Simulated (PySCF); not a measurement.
# RbBe: energy against distance

Set-up: PySCF, scalar-relativistic core potentials, basis sets Rb def2-TZVP with ECP28, Be def2-TZVP. Energies in eV from Rb + Be in their ground configurations at the same level. State: ²Σ⁺ (doublet), unpaired electrons σ ↑.

```csv
R (Å),r²SCAN,ROHF-CCSD
3.099,-0.1801,
3.243,-0.2603,0.1032
3.387,-0.3043,0.0474
3.495,-0.3200,0.0199
3.603,-0.3251,0.0011
3.711,-0.3223,-0.0114
3.855,-0.3102,-0.0215
4.035,-0.2870,-0.0276
4.252,-0.2536,-0.0296
4.540,-0.2074,
```

Problem. Put a parabola through the three lowest points of the r²SCAN curve and estimate Re, k and ωe (reduced mass 8.147 u; 1 eV/Å² = 0.16022 mdyn/Å; ωe = 1302.8·√(k/μ) cm⁻¹).

Solution. Through R = 3.495, 3.603, 3.711 Å the second-order coefficient is 0.339 eV/Å², so Re ≈ 3.619 Å, k ≈ 0.109 mdyn/Å and ωe ≈ 150 cm⁻¹. A polynomial fit of higher order to the unrounded r²SCAN energies gives Re = 3.613 Å, k = 0.103 mdyn/Å, ωe = 147 cm⁻¹; anharmonicity and rounding make the difference.

The higher-order fit for each curve: r²SCAN: Re = 3.613 Å, ωe = 147 cm⁻¹, De = 0.325 eV. ROHF-CCSD gives no reliable minimum on this grid.

Correlated steps freeze no core orbitals. The bond is weak. Basis-set superposition, not corrected here, can be much of De in a small basis, most of all at correlated wavefunction levels. Functionals without a dispersion term scatter widely for such bonds, and LDA overbinds them. Spin–orbit coupling is left out. The state was picked by a PBE0 search and need not be the measured ground state.
